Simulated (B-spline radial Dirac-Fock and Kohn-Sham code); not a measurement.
Successive ionisation energies of cerium: Dirac-Fock against NIST

Calculated with a radial atomic solver, using relaxed Dirac-Fock hole states (ΔSCF) with Breit and QED corrections and a finite nucleus. Each value is the difference of the configuration-average energies of two neighbouring ions in their tabulated ground configurations. Correlation energy is missing from these numbers. NIST's values refer to the lowest levels; many for high charge states are themselves semi-empirical or theoretical. Where a p, d or f shell is open in either ion the computed value averages over both j values and all terms, while the table refers to the lowest levels; that difference holds spin-orbit splitting (largest in heavy or highly charged ions), term energies where several electrons share open shells, and correlation, and it can reach 10 % or more.

```tsv
ion	configuration	computed (eV)	NIST (eV)	kind	NIST − computed (eV)
Ce⁴⁴⁺	[Ne] 3s2 3p2	3498.6	3570 ± 4	theoretical	+71.40
Ce⁴⁵⁺	[Ne] 3s2 3p1	3594.7	3672 ± 4	theoretical	+77.33
Ce⁴⁶⁺	[Ne] 3s2	3864.7	3865 ± 4	theoretical	+0.32
Ce⁴⁷⁺	[Ne] 3s1	3963.0	3963 ± 4	theoretical	-0.03
Ce⁴⁸⁺	[He] 2s2 2p6	9173.4	9020 ± 4	theoretical	-153.41
Ce⁴⁹⁺	[He] 2s2 2p5	9434.5	9269 ± 4	theoretical	-165.48
Ce⁵⁰⁺	[He] 2s2 2p4	9698.7	9545 ± 4	theoretical	-153.65
Ce⁵¹⁺	[He] 2s2 2p3	9966.0	9803 ± 4	theoretical	-162.95
Ce⁵²⁺	[He] 2s2 2p2	10236.4	10542 ± 4	theoretical	+305.62
Ce⁵³⁺	[He] 2s2 2p1	10509.9	10840 ± 5	theoretical	+330.07
Ce⁵⁴⁺	[He] 2s2	11210.0	11210 ± 5	theoretical	-0.02
Ce⁵⁵⁺	[He] 2s1	11459.6	11459.85 ± 0.06	theoretical	+0.27
Ce⁵⁶⁺	1s2	46837.3	46840.31 ± 0.05	theoretical	+2.97
Ce⁵⁷⁺	1s1	47965.9	47965.89 ± 0.03	theoretical	-0.04
```

Task: Where in this range is the largest relative jump, and why?

Result: From Ce⁵⁵⁺ (11459.6 eV) to Ce⁵⁶⁺ (46837.3 eV), a factor of 4.09. The configuration goes from [He] 2s1 to 1s2, so the next electron comes out of a deeper subshell.
